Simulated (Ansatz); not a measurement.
Ansatz (a program for electronic structure) input (CCSD(T)/aug-cc-pV(D+d)Z):
A basis named .json is the Basis Set Exchange file of that set.

Ansatz 0.2 input:
```yaml
crystal:
  periodic: [false, false, false]
  atoms:
    - {symbol: Si, position_ang: [0.12734211, 0.00758897, 0.01475716]}
    - {symbol: C, position_ang: [1.86634739, 0.22625070, -0.09896639]}
    - {symbol: C, position_ang: [-0.59355994, -1.24848416, -1.22606831]}
    - {symbol: C, position_ang: [-0.88495938, 1.61177901, -0.18244160]}
    - {symbol: O, position_ang: [-0.48279133, -0.60041784, 1.51075848]}
    - {symbol: H, position_ang: [2.53824963, -0.56472547, -0.42273484]}
    - {symbol: H, position_ang: [2.36406205, 1.14503182, 0.20110579]}
    - {symbol: H, position_ang: [-0.57958913, -0.85403884, -2.24576212]}
    - {symbol: H, position_ang: [-1.62320523, -1.52110247, -0.97160939]}
    - {symbol: H, position_ang: [0.00394776, -2.16573223, -1.21566892]}
    - {symbol: H, position_ang: [-1.92794630, 1.47011697, 0.11979945]}
    - {symbol: H, position_ang: [-0.86725283, 1.96955577, -1.21551470]}
    - {symbol: H, position_ang: [-0.46106275, 2.39862947, 0.44973370]}
    - {symbol: H, position_ang: [0.30536945, -0.71791121, 2.05284078]}
basis:
  gaussian:
    orbitals: aug-cc-pV_D+d_Z.json
total_charge: -1
magnetization: {spin_polarized: false}
correlation: {method: ccsd_t, electrons: outside_noble_gas}
output: {forces: true}
```

End of the output:

```
cycle   6  -22.95791068 eV  change   -2.7e-5 eV  update   1.8e-3
cycle   7  -22.95795341 eV  change   -4.3e-5 eV  update   9.0e-4
cycle   8  -22.95778396 eV  change    1.7e-4 eV  update   4.3e-4
cycle   9  -22.95779147 eV  change   -7.5e-6 eV  update   2.0e-4
cycle  10  -22.95792783 eV  change   -1.4e-4 eV  update   1.1e-4
cycle  11  -22.95783122 eV  change    9.7e-5 eV  update   5.8e-5
cycle  12  -22.95782104 eV  change    1.0e-5 eV  update   3.2e-5
cycle  13  -22.95783477 eV  change   -1.4e-5 eV  update   1.4e-5
cycle  14  -22.95783483 eV  change   -5.8e-8 eV  update   7.4e-6
cycle  15  -22.95784069 eV  change   -5.9e-6 eV  update   3.3e-6
cycle  16  -22.95784234 eV  change   -1.6e-6 eV  update   1.4e-6
perturbative correction -0.80461533 eV, -0.0295690679 hartree
the calculation of the forces begins
1.19 GiB of device memory are held for the factors and their scratch space
Total energy: -13158.50448511 eV, -483.5661206732 hartree
Atom 0 at     0.127342     0.007589     0.014757 Å, force    -0.440685     0.115515    -0.439640 eV/Å
Atom 1 at     1.866347     0.226251    -0.098966 Å, force     0.184488     0.041620    -0.062555 eV/Å
Atom 2 at    -0.593560    -1.248484    -1.226068 Å, force     0.145624     0.249984     0.234929 eV/Å
Atom 3 at    -0.884959     1.611779    -0.182442 Å, force     0.202798    -0.311212     0.030164 eV/Å
Atom 4 at    -0.482791    -0.600418     1.510758 Å, force    -0.358104    -0.200219     0.448751 eV/Å
Atom 5 at     2.538250    -0.564725    -0.422735 Å, force     0.339815    -0.421420    -0.166887 eV/Å
Atom 6 at     2.364062     1.145032     0.201106 Å, force     0.247705     0.482695     0.162998 eV/Å
Atom 7 at    -0.579589    -0.854039    -2.245762 Å, force     0.004651     0.176766    -0.473021 eV/Å
Atom 8 at    -1.623205    -1.521102    -0.971609 Å, force    -0.465535    -0.113973     0.124341 eV/Å
Atom 9 at     0.003948    -2.165732    -1.215669 Å, force     0.272177    -0.428601     0.001451 eV/Å
Atom 10 at    -1.927946     1.470117     0.119799 Å, force    -0.469308    -0.076935     0.137855 eV/Å
Atom 11 at    -0.867253     1.969556    -1.215515 Å, force     0.005311     0.170294    -0.475382 eV/Å
Atom 12 at    -0.461063     2.398629     0.449734 Å, force     0.190960     0.368595     0.292324 eV/Å
Atom 13 at     0.305369    -0.717911     2.052841 Å, force     0.140105    -0.053107     0.184671 eV/Å
Dipole moment:    -0.643082    -0.038255    -0.074714 e Å
```

It need not be the lowest isomer of its formula. Whether it binds its extra electron was not tested at this geometry.
